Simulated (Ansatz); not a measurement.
The cluster AlCu₃⁻. The state is a doublet with charge -1. Geometry PBE-D4/def2-SVPD; atoms count from 1.

Cartesian coordinates in Å:
```
Al -0.818 0.092 -1.231
Cu 0.686 -1.239 0.218
Cu -0.974 0.112 1.164
Cu 1.106 1.035 -0.151
```

The structure comes from a short search, and lower isomers may exist.

Q: Estimate the Mulliken populations from the PBE0/def2-TZVPD orbitals of Ansatz.

A: 
```
atom  charge (e)  spin (α − β)  d electrons
 Al1       -0.10          0.32            –
 Cu2       -0.32          0.33         9.85
 Cu3       -0.29          0.17         9.84
 Cu4       -0.29          0.17         9.84
```
Mulliken values and Mayer orders depend strongly on the basis. With diffuse functions, as here, like atoms can get unlike values, and bond orders can come out too low or too high.

Q: Where does the spin sit?

A: Summed by element: Al 0.32, Cu 0.68, of 1 unpaired in all. Largest on single atoms: Cu2 0.33, Al1 0.32, Cu3 0.17.

Q: And the Mayer bond orders between bonded heavy atoms (over 0.3)?

A: Al1–Cu2 0.64 (2.48 Å); Al1–Cu3 0.74 (2.40 Å); Al1–Cu4 0.74 (2.40 Å); Cu2–Cu3 0.77 (2.34 Å); Cu2–Cu4 0.77 (2.34 Å); Cu3–Cu4 0.63 (2.63 Å).
